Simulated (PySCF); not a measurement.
The dipole of `C=C=C(C#N)C#N` from its density and from atomic charges.

Coordinates (GFN2-xTB, Å) and charges (e) from the PBE0/pcSseg-1 density (PySCF):

```tsv
atom	x	y	z	Mulliken	IAO	Hirshfeld	ESP-fitted
C1	1.930	-0.037	-0.090	-0.0780	-0.3055	-0.0552	-0.5141
C2	0.646	-0.012	-0.032	+0.1634	+0.1157	+0.0672	+0.2791
C3	-0.670	0.014	0.027	-0.4053	-0.1181	+0.0183	-0.3970
C4	-1.454	-1.137	-0.249	+0.1933	+0.1502	+0.0837	+0.4957
N5	-2.091	-2.061	-0.471	-0.2187	-0.2008	-0.1882	-0.4422
C6	-1.381	1.193	0.372	+0.1932	+0.1502	+0.0837	+0.4965
N7	-1.960	2.140	0.650	-0.2187	-0.2008	-0.1882	-0.4425
H8	2.462	0.188	-1.001	+0.1854	+0.2045	+0.0893	+0.2625
H9	2.533	-0.282	0.770	+0.1855	+0.2045	+0.0893	+0.2620
```

Q: Compute μ = Σ q r for each scheme (1 e·Å = 4.803 D) and compare with the dipole of the full density.

A: The full density gives (5.50, -0.10, -0.25) D, 5.51 D in size; dipole vectors point from the negative to the positive end.

```tsv
scheme	μx	μy	μz	size (D)	share of the full size (%)	angle to the full dipole (°)
Mulliken	7.16	-0.14	-0.32	7.17	130	0
IAO	4.68	-0.09	-0.21	4.68	85	0
Hirshfeld	4.30	-0.08	-0.20	4.31	78	0
ESP-fitted	5.52	-0.10	-0.25	5.53	100	0
```

Q: Which set comes closest?

A: Length of the difference vector: ESP-fitted 0.02 D, IAO 0.83 D, Hirshfeld 1.20 D, Mulliken 1.66 D. Closest: ESP-fitted. 

Q: What is left for the Hirshfeld atoms' own dipoles?

A: The shares of the density sum to the whole, so what Σ q r misses lies in dipoles about the nuclei. The atomic dipoles sum to (5.50, -0.10, -0.25) − (4.30, -0.08, -0.20) = (1.20, -0.02, -0.05) D, 1.20 D in size.

Q: With the origin at the mean of the coordinates, (0.002, 0.001, -0.003) Å, which are the largest single terms, by size, of the IAO dipole along the direction of the full one?

A: C1 -2.83, H9 +2.45, H8 +2.45, N5 +1.96, N7 +1.96 D; all 9 atoms together +4.68 D. The single terms depend on the origin, their sum doesn't.

Q: Give the size of the full dipole in other units.

A: 5.51 D = 2.168 au = 1.147 e·Å = 18.38 × 10⁻³⁰ C·m.

Geometry: GFN2-xTB; no solvent, vibrations or thermal averaging.

These values come from a run that also computed NMR shieldings. Hardware: one thread, Arm Neoverse N1 (aarch64), no GPU, shared host with 32 logical CPUs at a one-minute load of 23. Cost: 19 s wall (grids of density and orbitals included), 0.58 GiB resident at most.
